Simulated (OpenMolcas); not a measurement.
## Pt: effect of the active space

- Program: OpenMolcas
- Method: MS-CASPT2 or its RAS form, IPEA 0.25 Eh, imaginary shift 0.1 Eh
- Basis: ANO-RCC-VTZP
- Scalar Hamiltonian: DKH2, point nucleus
- Spin-orbit coupling: state interaction with AMFI integrals over the reference wave functions, term energies averaged over their components

A. 10 electrons in 6 orbitals (5d 6s); 2S+1 = 3 even, 15 roots; 2S+1 = 1 even, 20 roots; closed shells correlated: 5s 5p; CASPT2 step of the order of 11 core-seconds
B. 10 electrons in 9 orbitals (RAS2 5d 6s; RAS3 6p, at most 2 electrons); 2S+1 = 3 even, 15 roots; 2S+1 = 1 even, 20 roots kept (CI in the orbitals of an earlier block); 2S+1 = 3 odd, 3 roots; 2S+1 = 5 odd, 5 roots kept (CI in the orbitals of an earlier block); 2S+1 = 1 odd, 5 roots kept (CI in the orbitals of an earlier block, 0 in the spin-orbit step); closed shells correlated: 5s 5p; CASPT2 step roughly 40 core-seconds
C. 10 electrons in 11 orbitals (5d 6s 6d); 2S+1 = 3 even, 15 roots; 2S+1 = 1 even, 11 roots kept (CI in the orbitals of an earlier block); closed shells correlated: 5s 5p; CASPT2 step about 70 core-minutes

Energies in cm⁻¹ above 5d⁹ 6s ³D₃, the measured ground level; measured values from NIST Handbook of Basic Atomic Spectroscopic Data.

| Level | A | B | C | Measured |
| --- | --- | --- | --- | --- |
| 5d⁸ 6s² ³F₄ | -2310 | -384 | 970 | 824 |
| 5d⁹ 6s ³D₃ | 0.0 | 0.0 | 0.0 | 0.0 |
| 5d¹⁰ ¹S₀ | 5690 | 4570 | 7490 | 6140 |
| 5d⁸ 6s² ³F₃ | 6960 | 8860 | 9610 | 10117 |
| 5d⁹ 6s ³D₁ | 10530 | 10430 | 10330 | 10132 |

A puts 5d⁸ 6s² ³F₄ lowest. B puts 5d⁹ 6s ¹D₂ [62 %] lowest.

Deviations, from unrounded energies. A percentage is the sum of absolute deviations over the sum of measured energies, with the sign that they share, or ± where signs differ.

```
                  Against measurement  Levels      A      B      C
       mean absolute deviation (cm-1)       4   1800   1100    550
fine structure of the ground term (%)       1   +3.9   +3.0   +2.0
             other configurations (%)       3  -39.4  -23.6  ±11.7
```

C lies closest to measurement on these levels and A furthest from it. The largest miss of C in the table is 5d¹⁰ ¹S₀, by +1300 cm-1. The ranking rests on the paired levels alone, and a cruder setting can come out closer through cancelling errors.

Among A to C the level of the table that moves most is 5d⁸ 6s² ³F₄, by 3300 cm-1 (lowest in A, highest in C). Moves below CASPT2's spread within the term are not significant.

CASPT2 does not keep the components of a term degenerate, so their means are used; among the terms shown or strongly mixed into the levels shown the widest spread is 980 cm-1 (5d⁸ 6s² ³F, C). Over all roots computed the reference weight is 0.83 to 0.88 in A, 0.83 to 0.90 in B; the roots of lowest weight are the least certain, and an intruder state may touch them. The CASPT2 spread within a term exceeds the gap to the next term for 5d⁹ 6s ³D and 5d⁸ 6s² ³F, so the order of their levels is uncertain, and so are names and mixing where such terms share a J (figures for A; the like holds for C). The lowest computed level is not the ground level that NIST lists (3D3) (holds for A; B). Configurations are named by rounded mean occupations; where the s occupation lies near a half they are strongly mixed, a name can repeat and a true partner stay unpaired (holds for A; B). A single d shell beside an s shell can misplace configurations of different d count against each other (holds for A; B). The lowest spin-free term belongs to 5d⁹ 6s, not to the configuration of the lowest level (holds for A). Some high roots are left out of the spin-orbit mixing, which shifts the levels that they would mix with (holds for B). Terms from blocks run as CI alone lack orbitals of their own (holds for B; C). Active for correlation alone: 6d; no level in the range computed is led by a configuration that fills it, so any true level of that kind is missing (holds for C). Measured partners are found by configuration, term and J. A level has none where our copy of the source lacks it or the pairing is in doubt (some pairs that miss far off the trend of their configuration count as doubtful), and it then counts in no deviation. Levels of configurations outside the active space are missing. The table leaves out levels that lie high or whose names do not pair safely across all columns.

A share in square brackets marks a mixed level and gives the weight of the term that names it, the lowest over the columns.
